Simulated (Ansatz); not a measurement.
`FBN[SiH3]` → `NBF` + `[SiH2]` at 500 K and 1 bar (silylene loss).

Program: Ansatz. Geometries: PBE0-D4/def2-TZVP. ΔE: electronic, gas phase. CBS: MP2 limit from def2 TZ/QZ plus the TZ coupled-cluster correction, frozen cores. This one scheme is used for every species. One conformer a species, not always the lowest.

```csv
species,CCSD(T)/CBS energy (Eh),H − E (kJ/mol),S (J/(mol·K))
`FBN[SiH3]`,-471.49367,191.1,371.5
`NBF`,-181.19761,137.2,290.8
`[SiH2]`,-290.19011,48.0,226.5
```

H − E and S are ideal-gas, rigid-rotor, harmonic terms from PBE0-D4/def2-TZVP, for one conformer and one mirror image of each species. 1 Eh = 2625.50 kJ/mol, R = 8.31446 J/(mol·K).

Task: By hand: ΔE, ΔH, ΔS and ΔG.

Result: ΔE = (-181.19761) + (-290.19011) − (-471.49367) = 0.10595 Eh = 278.2 kJ/mol. Δ(H − E) = 137.2 + 48.0 − 191.1 = -5.9, so ΔH = 272.3 kJ/mol. ΔS = 290.8 + 226.5 − 371.5 = 145.8 J/(mol·K). ΔG = 272.3 − 500 × (145.8)/1000 = 199.4 kJ/mol.

Task: By hand: the equilibrium constant, and the temperature at which ΔG would vanish if ΔH and ΔS stayed fixed.

Result: log₁₀ K = −ΔG/(RT ln 10) = -20.8. ΔG = 0 at ΔH/ΔS = 1868 K.

The number of gas molecules changes by +1, which sets the sign of ΔS. A doubt of 5 kJ/mol in ΔE shifts log₁₀ K by 0.5 here. Other conformers and mirror images would add mixing entropy, several J/(mol·K) or more a flexible species. These are equilibria of isolated gas molecules and say nothing of rates. Largest T1 diagnostic: 0.014 (customary marks: 0.02 for closed shells, 0.045 for open ones).
